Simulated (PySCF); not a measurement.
**`CC[C@H](Cl)[Si@@H](Cl)Br`, C$_{3}$H$_{7}$BrCl$_{2}$Si**

Molfile (atoms numbered from 1):
```
C3H7BrCl2Si
     RDKit          3D

 14 13  0  0  0  0  0  0  0  0999 V2000
    2.0904    0.0634   -0.0103 C   0  0  0  0  0  0  0  0  0  0  0  0
    0.6629   -0.0825    0.5020 C   0  0  0  0  0  0  0  0  0  0  0  0
   -0.3746    0.0972   -0.5983 C   0  0  2  0  0  0  0  0  0  0  0  0
   -0.3123    1.7859   -1.2366 Cl  0  0  0  0  0  0  0  0  0  0  0  0
   -2.1858   -0.2106   -0.0674 Si  0  0  1  0  0  4  0  0  0  0  0  0
   -2.4869   -2.1893    0.1718 Cl  0  0  0  0  0  0  0  0  0  0  0  0
   -2.5061    0.8281    1.8516 Br  0  0  0  0  0  0  0  0  0  0  0  0
    2.3024   -0.6764   -0.7799 H   0  0  0  0  0  0  0  0  0  0  0  0
    2.7963   -0.0725    0.8048 H   0  0  0  0  0  0  0  0  0  0  0  0
    2.2425    1.0534   -0.4327 H   0  0  0  0  0  0  0  0  0  0  0  0
    0.4854    0.6485    1.2942 H   0  0  0  0  0  0  0  0  0  0  0  0
    0.5304   -1.0811    0.9297 H   0  0  0  0  0  0  0  0  0  0  0  0
   -0.1172   -0.5359   -1.4503 H   0  0  0  0  0  0  0  0  0  0  0  0
   -3.1279    0.3713   -1.0010 H   0  0  0  0  0  0  0  0  0  0  0  0
  1  2  1  0
  2  3  1  0
  3  4  1  0
  3  5  1  0
  5  6  1  0
  5  7  1  0
  1  8  1  0
  1  9  1  0
  1 10  1  0
  2 11  1  0
  2 12  1  0
  3 13  1  6
  5 14  1  6
M  END
```

The calculation used TDDFT BHandHLYP/aug-cc-pVDZ circular dichroism and optical rotation, one conformer, gas phase in PySCF. Geometry: GFN2-xTB.

The molecule is flexible and this is one conformer; a measurement averages over conformers. The calculation is non-relativistic, which matters for the atoms heavier than Zn.

Problem. What are the CIP labels of the stereocentres?

Solution. C3 S, Si5 S.

Problem. List the lowest 8 singlet excitations with oscillator and rotatory strengths.

Solution. Rotatory strengths R in 10⁻⁴⁰ esu² cm², velocity form and length form (origin at the centre of mass); f in length form.
```tsv
state	E (eV)	λ (nm)	f	R (velocity)	R (length)	main
1	7.00	177	0.029	-1.5	-1.4	HOMO→LUMO+2 0.30, HOMO→LUMO+5 0.12
2	7.20	172	0.017	+2.0	+2.5	HOMO→LUMO+1 0.39, HOMO−2→LUMO+1 0.13
3	7.40	168	0.032	-1.0	-1.0	HOMO−1→LUMO+1 0.43, HOMO−1→LUMO+4 0.17
4	7.43	167	0.005	+1.5	+1.5	HOMO−3→LUMO+2 0.22, HOMO−3→LUMO+7 0.16
5	7.77	160	0.002	+2.0	+1.8	HOMO→LUMO 0.44, HOMO→LUMO+1 0.16
6	7.86	158	0.009	-15.1	-15.0	HOMO−2→LUMO+1 0.19, HOMO→LUMO+1 0.15
7	7.99	155	0.008	-18.8	-19.1	HOMO→LUMO+2 0.16, HOMO→LUMO 0.16
8	8.20	151	0.006	-25.5	-26.1	HOMO→LUMO+3 0.40, HOMO→LUMO+4 0.13
```

Among the states computed, the strongest CD band (largest |R|) is state 8. The largest dissymmetry factor in size, g = 4R/(D+G), with D and G the electric and magnetic dipole strengths, is -0.055 for state 8 (velocity form, f = 0.006), among bands with |R| over 0.5. The mirror image has the same energies and oscillator strengths and all R with the opposite sign.
